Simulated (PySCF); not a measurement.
# Continuum solvent and chemical shifts

Bonds (- single, = double, # triple, : aromatic): C1-Si2, Si2-C3, Si2-C4, Si2-O5, O5-C6, C6:C7, C7:N8, N8:O9, O9:C10, C10:C6. C1 carries H11, H12, H13; C3 carries H14, H15, H16; C4 carries H17, H18, H19; C7 carries H20; C10 carries H21.

GIAO PBE0/pcSseg-1 in PySCF 2.14 on one PBE0-D3(BJ)/def2-SVP conformer, non-relativistic, equivalent nuclei averaged. Solvents enter as an IEF-PCM continuum (benzene with ε = 2.3, dimethylsulfoxide with ε = 46.8) around the gas-phase geometry. Shifts are referred to TMS computed in the same medium.

In benzene, δ in ppm: C10 149.8, C7 147.2, C6 145.8, C1/C3/C4 -0.3, Si2 31.4, H21 8.35, H20 8.06, H11/H12/H13/H14/H15/H16/H17/H18/H19 0.33. Dipole moment 4.54 D.

(1) How does each δ change in the more polar medium?

(2) Which nuclei move most (in ppm), and what does the model miss?

Answers

(1) 
| atoms | environment | Δδ, dimethylsulfoxide |
| --- | --- | --- |
| C10 | aromatic CH next to the ring oxygen | +1.6 |
| C7 | aromatic CH next to a ring nitrogen | +2.5 |
| C6 | aromatic carbon bearing oxygen | +0.9 |
| C1/C3/C4 | methyl carbon bonded to Si | 0.0 |
| Si2 | silicon bonded to 3 C, O | +1.7 |
| H21 | hydrogen on an aromatic CH next to the ring oxygen | +0.17 |
| H20 | hydrogen on an aromatic CH next to a ring nitrogen | +0.29 |
| H11/H12/H13/H14/H15/H16/H17/H18/H19 | hydrogen on a methyl carbon bonded to Si | +0.03 |

Changes are relative to benzene. The dipole moment becomes 5.05 D in dimethylsulfoxide.

(2) C7 (aromatic CH next to a ring nitrogen, +2.5 ppm) in dimethylsulfoxide. A continuum only polarises the solute; specific hydrogen bonds, the anisotropy of aromatic solvents and changes of geometry or conformer are outside it.
